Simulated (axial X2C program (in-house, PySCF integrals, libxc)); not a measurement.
What spin–orbit coupling does to ZrBr⁺

Calculated with an in-house relativistic program for diatomic molecules. Spin-free means the one-electron spin-free X2C Hamiltonian; two-component (2c) means X2C with spin–orbit coupling and atomic mean-field two-electron Coulomb and Gaunt terms, so the difference of the two also holds small scalar two-electron terms. Basis: Zr dyall-cv3z [11s12p9d6f3g], Br dyall-cv3z [8s9p6d4f1g] (cores contracted in-house); Gaussian nuclei, density fitting, unrestricted open shells. Masses: Zr 89.905 u, Br 78.918 u.

Spin-free state: M_S = 1, Λ = 2 (beyond evenly filled blocks: σα, δ+α); fragments Zr+ + Br.

| level | Re (Å) | ωe (cm⁻¹) | De (eV) | μ (D) |
| --- | --- | --- | --- | --- |
| PBE0 | 2.373 | 333.2 | 4.234 | -6.99 |
| HF | 2.443 | 305.8 | 2.569 | -9.34 |
| MP2 | 2.401 | 325.8 | 4.023 | n/a |
| CCSD | 2.408 | 323.5 | 3.845 | n/a |
| CCSD(T) | 2.407 | 325.0 | 4.015 | n/a |
| BLYP | 2.404 | 317.0 | 4.273 | -6.26 |

Correlated methods: 10 electrons correlated (number of frozen shells: Zr 4 s, 3 p, 1 d; Br 3 s, 2 p, 1 d), 324 virtual spin orbitals or spinors in MP2, 90 natural virtuals in coupled cluster.

Dipoles are positive if Br is the positive end and refer to the centre of mass.

Two-component determinant lowest at the distance of the search:

Ω = 1 (⟨Sz⟩ = -0.99, ⟨Lz⟩ = 1.99 at HF); fragments Zr+ + Br.

```csv
level,Re (Å),ωe (cm⁻¹),μ (D)
PBE0,2.374,332.4,-6.98
HF,2.445,304.6,-9.35
MP2,2.403,324.5,n/a
CCSD,2.410,322.2,n/a
CCSD(T),2.408,323.7,n/a
BLYP,2.405,316.1,-6.25
```

(1) From the two tables, how do the constants change at the CCSD(T) level (2c against spin-free)?

The state is one determinant whose occupation by symmetry is held fixed; it was picked as the lowest of a PBE0 search that is not exhaustive. Dissociation energies refer to the lowest single-determinant-based atoms at the same level and basis. De is not given where an atomic determinant may have missed its ground term or J level, or where the truncated virtual space spoils (T). Density functionals use the spin component along the axis (collinear). Coupled cluster ran in a truncated set of natural virtual spinors; the MP2 energy of the rest was added. (T) has no such correction and the atoms are truncated less, which lowers De at CCSD(T) by a hundredth of an eV or more. PBE0 can misorder states that lie within some tenths of an eV, so this need not be the ground state of the molecule. The nearest other spin-free determinant of the search, M_S = 1, Λ = 0, lies 0.27 eV up at the distance of the search. Without a current term, density functionals place determinants with orbital angular momentum somewhat too high. With several unpaired electrons one determinant need not be a pure state. The outer-core s and p shells of the metal are frozen in the correlated rows, which leaves out core–valence correlation; for alkali and alkaline-earth bonds that tends to lengthen them. With the outer-core shells frozen, correlated bond lengths of heavy atoms tend to come out a few hundredths of an ångström too long.

Results:

(1) At the CCSD(T) level Re increases by 0.001 Å and ωe falls by 1.3 cm⁻¹.
